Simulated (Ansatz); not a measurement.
Cost and result for the atomization energy of CH7OSi2, SMILES `C[Si](O)[SiH3]` radical (11 atoms, 10 bonds).

Z-matrix (Å, degrees):
```
C
Si 1 1.880
H 1 1.093 2 111.5
H 1 1.095 2 110.7 3 -120.7
H 1 1.093 2 110.1 3 119.5
O 2 1.661 1 110.8 3 64.2
Si 2 2.339 1 113.7 3 -175.2
H 6 0.959 2 117.3 1 -42.9
H 7 1.489 2 107.6 1 60.0
H 7 1.492 2 114.0 1 -60.0
H 7 1.487 2 109.9 1 178.1
```

Charge 0, multiplicity 2. Geometry: relaxed with PBE0-D4/def2-TZVP. It is one conformer, not always the lowest. Program: Ansatz. All runs use 4 threads of an Arm Neoverse V2 on a shared host. Times are those of one run each, without the atoms' runs, and a repeat can differ threefold. Electronic energies, without spin–orbit coupling; frozen cores. CCSD(T)/CBS adds CCSD(T) − MP2 in def2-TZVPP to the MP2 limit, and its time is that of the two runs behind it. T1 = 0.014; ⟨S²⟩ of the reference is 0.76. HSE06 is the plane-wave form, built on full-range PBE exchange.

CCSD(T)/CBS is a level of theory with its own doubt, some kJ/mol a heavy atom from the limit and from the frozen cores, so smaller differences don't rank the functionals.

```csv
level,functions,wall time,atomization (kJ/mol),difference from CCSD(T)/CBS,per bond
LDA (SPW92)/def2-TZVPP,244,1.6 s,4150.7,454.2,45.4
BLYP-D4/def2-TZVPP,244,3 s,3671.2,-25.3,-2.5
HSE06-D4/def2-TZVPP,244,6 s,3675.6,-20.9,-2.1
BHLYP-D4/def2-TZVPP,244,6.5 s,3615.7,-80.8,-8.1
CAM-B3LYP-D4/def2-TZVPP,244,6.5 s,3706.4,9.9,1.0
B2PLYP/def2-TZVPP,244,7.5 s,3644.4,-52.1,-5.2
r2SCANh-D4/def2-TZVPP,244,9.5 s,3690.8,-5.7,-0.6
CCSD(T)/def2-SVP,99,9.5 s,3437.3,-259.2,-25.9
B97M-V/def2-TZVPP,244,13 s,3707.5,11.0,1.1
ωB97M-V/def2-TZVPP (with forces),244,18 s,3691.2,-5.3,-0.5
MP2/def2-QZVPP,464,26 s,3675.8,-20.7,-2.1
CCSD(T)/def2-TZVPP,244,21 min,3598.4,-98.1,-9.8
CCSD(T)/CBS(def2),–,22 min,3696.5,0.0,0.0
```

In def2-TZVPP, CCSD(T) changes the Hartree–Fock value by +844.0 kJ/mol (the triples alone add +41.4 kJ/mol) and MP2 by +862.5 kJ/mol; breaking electron pairs costs correlation energy, which Hartree–Fock lacks. From PBE to PBE0 (25 % exact exchange), in def2-TZVPP and without D4, the atomization energy moves by −37.3 kJ/mol: exact exchange takes away binding that semilocal exchange gives to molecules. At CCSD(T), def2-SVP lies −259.2 kJ/mol from the extrapolated value and def2-TZVPP −98.1 kJ/mol: correlation converges slowly with the basis, and small sets miss more of it in the bonded molecule than in its fragments.
